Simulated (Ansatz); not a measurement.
Cartesian coordinates (Å):
SMILES: [SiH3]B[SiH3]
```xyz
10

Si    -1.7501    -0.2222    -0.2005
B      0.0000     0.4843    -0.8798
Si     1.7492     0.0334    -0.0071
H     -1.6131    -1.4952     0.5502
H     -2.2229     0.8179     0.7596
H     -2.7945    -0.3952    -1.2412
H      0.0022     1.1985    -1.8353
H      1.6097    -0.3568     1.4180
H      2.7785     1.0981    -0.1086
H      2.2444    -1.1595    -0.7539
```
Charge 0, multiplicity 1.

Level of theory: Ansatz (an electronic-structure program) with frozen-core CCSD(T)/cc-pVTZ // B3LYP-D3(BJ)/def2-TZVP.

* **HF energy**: -606.60800 Ha
* **MP2 correlation energy**: -0.35597 Ha

Task: Estimate the CCSD correlation energy, the (T) correction, the total energy and the T1 diagnostic.

Result: 
* **CCSD correlation energy**: -0.41948 Ha
* **(T) correction**: -0.01353 Ha
* **CCSD(T) total energy**: -607.04101 Ha
* **T1 diagnostic**: 0.014
